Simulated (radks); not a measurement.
The numbers below are computed, except where a source is named.
Problem. Ionisation of the chromium ion Cr22+, [He], to 1s1 as the strength of local exchange is varied. Level of theory: scalar-relativistic Kohn-Sham, Slater X-alpha exchange (alpha = 2/3 is LDA exchange), no correlation, spin-polarised, spherical densities, point nucleus (a radial shooting solver on a logarithmic mesh with Libxc functionals).

alpha  E(Cr22+) (hartree)  exchange (hartree)  IE (eV)  -e of the level emptied (eV)  <r> of it (bohr)
0.59           -561.84303           -11.30935   7440.2                   7290.5 (1s)           0.06312
0.667          -563.32017           -12.80413   7460.0                   7316.8 (1s)           0.06303
0.764          -565.18407           -14.69335   7484.9                   7349.9 (1s)           0.06290
0.914          -568.07315           -17.62839   7523.7                   7401.4 (1s)           0.06271
0.926          -568.30464           -17.86391   7526.8                   7405.5 (1s)           0.06270
x              -566.12693           -15.65031   7497.6                   7366.7 (1s)           0.06284

Which alpha was used in the last row?

Solution. alpha = 0.813. NIST Atomic Spectra Database: 7481.9 eV (theoretical). The Delta-SCF value meets it near alpha = 0.75.
